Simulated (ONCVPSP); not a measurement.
# Pb (Z = 82): one change to an ONCV potential, before and after

```json
{
 "Element": "Pb (Z = 82)",
 "Generator": "ONCVPSP 4.0.1",
 "Type": "optimised norm-conserving Vanderbilt (ONCV)",
 "Functional": "PBE",
 "Relativity": "scalar-relativistic",
 "Frozen core": "[Xe] 4f14 5d10",
 "Valence charge": "4",
 "Reference configuration": "6s1.5 6p2.5",
 "Partial waves": "6s: rc 2.00 bohr, ncon 4, nbas 7, qcut 3.1 1/bohr, 2 projectors, debl 2.5 Ha; 6p: rc 2.20 bohr, ncon 4, nbas 8, qcut 3 1/bohr, 2 projectors, debl 0.4 Ha",
 "Local potential": "polynomial inside 1.35 bohr (lpopt 5, dvloc0 -1 Ha)",
 "Core correction": "Teter function, fcfact 3.75, rcfact 1.3"
}
```

All-electron outer shells of the reference configuration (PBE, scalar-relativistic, ld1.x):

```tsv
shell	level (eV)	outermost node (bohr)	outermost maximum (bohr)
5p	-86.76	0.49	0.88
5d	-22.04	0.52	1.07
6s	-12.61	1.01	1.95
6p	-3.87	1.18	2.63
```

Change: functional LDA (Perdew-Wang 92).

Cutoffs: the cutoffs (Ha) at which the residual kinetic energy of the hardest occupied pseudo-wave falls to 1 and 0.1 mHa per electron; they do not see the model core or the augmentation charge, which bear on the density cutoff. Errors are all-electron minus pseudo energies relative to the spin-unpolarised reference configuration.

Task: How do hardness, ghosts and transferability respond?

Result: The potential gets neither clearly harder nor softer (13 Ha and 27 Ha → 13 Ha and 27 Ha); both files keep a bound ghost (p, s); of the 4 tests that both files solve, the error grows in 0 and shrinks in 3 by more than 15 % and 0.3 meV (median size 2.9 → 1.8 meV).

| quantity | base | changed |
| --- | --- | --- |
| cutoff, loose | 13 Ha | 13 Ha |
| cutoff, tight | 27 Ha | 27 Ha |
| loose cutoff by channel | s 13 Ha, p 5.0 Ha | s 13 Ha, p 5.1 Ha |
| bound ghosts | s, p | s, p |
| GHOST(+) flags under 300 eV | none | none |
| error for 6s2 6p2, meV [ΔE -4.32 → -4.36 eV] | -3.0 | -2.4 |
| error for 6s2 6p1, meV [ΔE 2.26 → 2.47 eV] | +2.9 | +1.3 |
| error for 6s2 6p0, meV [ΔE 15.70 → 16.22 eV] | -31 | -30 |
| error for 6s2 6p1.5, meV [ΔE -1.83 → -1.75 eV] | +2.2 | +1.2 |
| s: phases at 2.03 bohr within 0.05 rad from the reference energy up to (Ha; the scan ends near 5) | 4.0 | 4.0 |
| p: phases at 2.24 bohr within 0.05 rad from the reference energy up to (Ha; the scan ends near 5) | 3.1 | 3.1 |
| rms error of d²Exc/dni dnj with the model core, mHa | 3.29 | 5.25 |

 A true bound ghost makes a file unfit for plane-wave use even where its test errors are small: the radial tests pick states by their node count and pass the ghost by.
